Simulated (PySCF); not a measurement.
Atom-mapped SMILES (the numbers label the heavy atoms): `[CH3:1][Si:2]([CH3:3])([CH3:4])[CH3:5]`; H(Xn) means a hydrogen on atom n.

Geometry: GFN2-xTB; GIAO absolute shieldings from PySCF 2.14.0 with density-fitted response routines, gas phase, non-relativistic, averaged over equivalent atoms.

At X3LYP/aug-cc-pVDZ (227 basis functions, 24 s wall time on 1 thread of an Intel Xeon, shared host):
```tsv
atoms	σ (ppm)
C1/C3/C4/C5	193.8
Si2	408.9
H(C1)/H(C3)/H(C4)/H(C5)	31.99
```

Predict the values at wB97X-D/aug-cc-pVDZ on the same geometry.

## Answers


```csv
atoms,σ at wB97X-D/aug-cc-pVDZ,change
C1/C3/C4/C5,197.8,+4.0
Si2,417.5,+8.6
H(C1)/H(C3)/H(C4)/H(C5),31.99,+0.00
```

The largest change is at Si2 (silicon bonded to 4 C). Cost: 227 basis functions, 26 s wall time on 1 thread of an Intel Xeon, shared host.
